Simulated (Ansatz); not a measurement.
Input for Ansatz (a quantum-chemistry and plane-wave program): R-wB97X-V/def2-TZVPP on ClHSSn (SMILES [SH][Sn][Cl]), a point of a torsion scan. Elements past Kr take the def2 small-core potentials; no spin–orbit coupling.

Ansatz 0.2 input:
```yaml
crystal:
  periodic: [false, false, false]
  atoms:
    - {symbol: S, position_ang: [-1.39994096, 0.37302757, 0.42830100]}
    - {symbol: Sn, position_ang: [0.85408238, 1.10696249, -0.22269289]}
    - {symbol: Cl, position_ang: [1.29024335, -0.52626234, -1.89189989]}
    - {symbol: H, position_ang: [-1.49764596, -0.64960348, -0.40480800]}
basis:
  gaussian:
    orbitals: def2-TZVPP
hamiltonian:
  xc: {name: wB97X-V}
scf: {lower_state_search: off}
```

It printed:

```
WARN ansatz: RAYON_NUM_THREADS=1 ignored (pool sized by the plan → 1); use --threads N
Functional definition: wB97X-V
these checks for a lower state are left out or cut short: stability, starts, cluster_reference, orbital_swaps, neighbouring_geometries, increment
integrals: 0.11 GiB planned
1092 factors; their error is unknown
integrals: 0.14 GiB planned
191 factors; integrals over basis functions are off by at most 5.3e-5 eV
mean field: 0.80 GiB planned
mean field evaluation 1: about -29203.3150 eV, gradient 2.2e1 eV
mean field evaluation 2: about -29204.0735 eV, gradient 2.0e1 eV
mean field evaluation 4: about -29204.9194 eV, gradient 6.5e-1 eV
mean field evaluation 8: about -29205.0000 eV, gradient 3.1e-2 eV
mean field evaluation 16: about -29205.0000 eV, gradient 1.7e-5 eV
mean field -29205.00002931 eV, -1073.2639552172 hartree, gradient 5.2e-6 eV, S^2 0.000000; 0 other end points of the search recorded, 0 dependent functions left out
reference -29205.00002757 eV, -1073.2639551532 hartree; 28, 28 occupied and 120, 120 virtual orbitals, 1092 factors
Total energy: -29205.00002757 eV, -1073.2639551532 hartree
Checks for a lower state left out: stability, starts, cluster_reference, orbital_swaps, neighbouring_geometries, increment
```

The run converged.

Cost: roughly 5 core-seconds.
